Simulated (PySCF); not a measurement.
**LaF₃: calculation against measurement**

Isolated LaF₃, optimised in PySCF with density fitting and no spin–orbit coupling; def2 sets carry scalar-relativistic core potentials from Rb on. All levels below give a singlet of C3v symmetry: B3LYP/def2-TZVP La–F 2.161 Å (×3), F–La–F 115.4° (×3); PBE/def2-TZVP La–F 2.157 Å (×3), F–La–F 113.9° (×3).

Formally La is in oxidation state +3, with 0 electrons left for the f, d and s shells; the Mulliken f population is 0.18.

Measured fundamentals (Jacox, Vibrational and Electronic Energy Levels of Polyatomic Transient Molecules, as compiled in the NIST Chemistry WebBook) beside computed harmonic wavenumbers, in cm⁻¹:

```csv
mode as compiled,computed symmetry,measured,medium,B3LYP/def2-TZVP,PBE/def2-TZVP
a1 sym. strech,a1,489.9,argon matrix,523,522
e asym. stretch,e,478.8,argon matrix,511,510
```

Question: How close does each level come?

Answer: Mean absolute differences: B3LYP/def2-TZVP 6.7 %, PBE/def2-TZVP 6.5 %. The mean ratio of measured to computed values at PBE/def2-TZVP is 0.939. Harmonic values should lie a little above fundamentals; matrices shift bands further, usually down by up to a few per cent.
